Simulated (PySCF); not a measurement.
Input file for PySCF: R-HF/STO-3G on H10Si3 (a complex), monomers drawn apart or pushed together.

```python
from pyscf import gto, scf, dft, mp
from pyscf.data.elements import chemcore

mol = gto.M(
    atom='''
    Si   -0.09559862    0.11065983   -0.15922207
    H    -0.20768845   -1.14787797    0.61127498
    H    -1.44791547    0.59387152   -0.51598119
    H     0.68626272   -0.13495584   -1.39233219
    H     0.59194405    1.12906298    0.66522949
    Si    0.92353247   -0.90495529    4.27861174
    Si   -0.76323349    0.72392719    4.25673356
    H     0.33573180   -2.25416334    4.09722224
    H     1.63276247   -0.86840358    5.58133205
    H     1.90929987   -0.66496811    3.19878419
    H    -1.60834675    0.59868371    3.04500362
    H    -0.17035937    2.08277356    4.28053109
    H    -1.63227072    0.56380461    5.44843854
    ''',
    basis='sto-3g',
    charge=0, spin=0, verbose=3, max_memory=1800)
mf = scf.RHF(mol)
mf.conv_tol = 1e-8
mf.max_cycle = 100
mf.kernel()
if not mf.converged:
    mf = mf.newton().run(mf.mo_coeff, mf.mo_occ)
```

The log:

```
converged SCF energy = -862.604335632763
```

The run converged.

Cost: roughly 0.3 core-seconds.
